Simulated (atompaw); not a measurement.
# How hard is this Si (Z = 14) PAW (atompaw) potential?

```
Element                 : Si
Generator               : atompaw 4.2.0.5
Type                    : PAW
Functional              : PBE
Relativity              : scalar-relativistic
Frozen core             : [Ne]
Valence charge          : 4
Reference configuration : 3s2 3p2
Partial waves           : 3s (bound): rc 2.00 bohr; 3s channel at -0.05 Ry: rc 2.00 bohr; 3p (bound): rc 2.00 bohr; 3p channel at 1.5 Ry: rc 2.00 bohr; 3d channel at 0.35 Ry: rc 2.00 bohr
Local potential         : troulliermartins scheme with l = 3 at 0 Ry, radius 1.35 bohr
Core correction         : smooth core density matched at 1.05 bohr
Augmentation charge     : besselshape compensation charge, radius 1.75 bohr; PAW radius 2.00 bohr; waves and projectors: custom rrkj gramschmidtortho
```

The pseudo-atom Hamiltonian at the reference potential is diagonalised in spherical Bessel functions j_l(qr) that vanish at 20 bohr, with q² up to the cutoff. All-electron valence levels (Ry): 3s -0.7947, 3p -0.3000.

Problem. How do the lowest levels (Ry) of each channel move with the cutoff, and are there ghosts?

Solution.

```tsv
cutoff (Ry)	s #1	p #1	p #2	d #1	d #2	f #1	Σ f·Δε (mRy)
8	-0.7945	-0.2975	0.0246	0.0549	0.1323	0.1092	5.5
10	-0.7946	-0.2989	0.0245	0.0548	0.1318	0.1092	2.4
12	-0.7946	-0.2995	0.0244	0.0547	0.1314	0.1092	1.3
15	-0.7947	-0.2998	0.0244	0.0547	0.1312	0.1092	0.6
18	-0.7947	-0.2999	0.0244	0.0546	0.1311	0.1092	0.3
21	-0.7947	-0.2999	0.0244	0.0546	0.1310	0.1092	0.1
400	-0.7948	-0.3000	0.0244	0.0546	0.1310	0.1092	0.0
```

Result: no extra level below or beside the all-electron valence levels (s, p, d, f tested); 10 mRy is reached at 8 Ry and 1 mRy at 15 Ry.
